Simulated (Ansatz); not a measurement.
ClH2O2Sc (`[OH][Sc]([OH])[Cl]`). Charge 0, multiplicity 1.

```xyz
6

O     0.3750    0.3354    1.6037
Sc    0.3395   -0.1623   -0.1753
O    -1.1978    0.0583   -1.1763
Cl    2.2393   -1.0709   -1.1597
H     0.2811    0.6250    2.5064
H    -2.0371    0.2145   -1.5989
```

Task: List the harmonic frequencies (cm⁻¹, unscaled) at PBE0-D4/def2-TZVP in Ansatz. (An estimate is asked.)

Result: The calculation gave: 91, 124, 158, 158, 280, 397, 405, 414, 728, 766, 3999, 4002.

Task: Is this a minimum?

Result: Yes, all 12 modes are real.

Task: Give the ideal-gas thermochemistry at 298.15 K and 1 bar (rigid rotor, harmonic oscillator; point group C2v, symmetry number 2).

Result: Zero-point energy 68.9 kJ/mol; H(298) − E = 90.0 kJ/mol; entropy 345.2 J/(mol·K), of which translation 168.0, rotation 107.3, vibration 69.9; G(298) − E = -12.9 kJ/mol. Modes under 100 cm⁻¹ are hindered rotations or soft bends, so the harmonic entropy is rough.
